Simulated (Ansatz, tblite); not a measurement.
Oligo(3-methylthiophene), silylethynyl ends: gap (eV) at several levels, gas phase, relaxed structures; Ansatz, xTB through tblite. The structures are stationary points that may keep the symmetry of their start.

```csv
species,state,geometry,GFN1-xTB,GFN2-xTB,PBE-D4/def2-SVP,PBE0-D4/def2-SVP
Cc1cc(-c2sc(-c3sc(C#C[Si](C)(C)C)cc3C)cc2C)sc1C#C[Si](C)(C)C,singlet,r2SCAN-D4/def2-SVP,1.80,1.77,1.95,3.28
Cc1cc(-c2sc(-c3sc(-c4sc(C#C[Si](C)(C)C)cc4C)cc3C)cc2C)sc1C#C[Si](C)(C)C,singlet,r2SCAN-D4/def2-SVP,1.71,1.68,1.82,3.13
C40H42S6Si2,singlet,PBE-D4/def2-SVP,1.42,1.38,1.50,2.70
```

Estimate the column for r2SCAN-D4/def2-SVP.

Cc1cc(-c2sc(-c3sc(C#C[Si](C)(C)C)cc3C)cc2C)sc1C#C[Si](C)(C)C 2.08; Cc1cc(-c2sc(-c3sc(-c4sc(C#C[Si](C)(C)C)cc4C)cc3C)cc2C)sc1C#C[Si](C)(C)C 1.95; C40H42S6Si2 1.60.

Over the 3 species that have every level, the mean is 1.64 at GFN1-xTB, 1.61 at GFN2-xTB, 1.76 at PBE-D4/def2-SVP, 1.88 at r2SCAN-D4/def2-SVP, 3.04 at PBE0-D4/def2-SVP. Orbital gaps grow with the share of exact exchange and aren't one observable across functionals.
